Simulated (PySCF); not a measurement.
## ZnO at M06-L

Level: M06-L. basis Zn def2-SVP, O def2-SVP; no relativity; PySCF 2.14.

| Quantity | Value |
| --- | --- |
| state | ³Π (triplet), unpaired electrons σ ↑, π ↑ |
| bond length | 1.872 Å |
| harmonic wavenumber | 528 cm⁻¹ |
| force constant | 2.10 mdyn/Å |
| rotational constant Be | 0.3758 cm⁻¹ |
| anharmonicity ωexe | 4.76 cm⁻¹ |
| vibration–rotation constant αe | 0.00401 cm⁻¹ |
| well depth De to Zn + O | 1.44 eV |
| dissociation energy D0 | 1.41 eV |
| bond order (Mayer) | 0.94 |
| dipole moment (positive dipole means Zn(−)O(+)) | -2.68 D |

The state was picked by a PBE0 search and need not be the measured ground state.
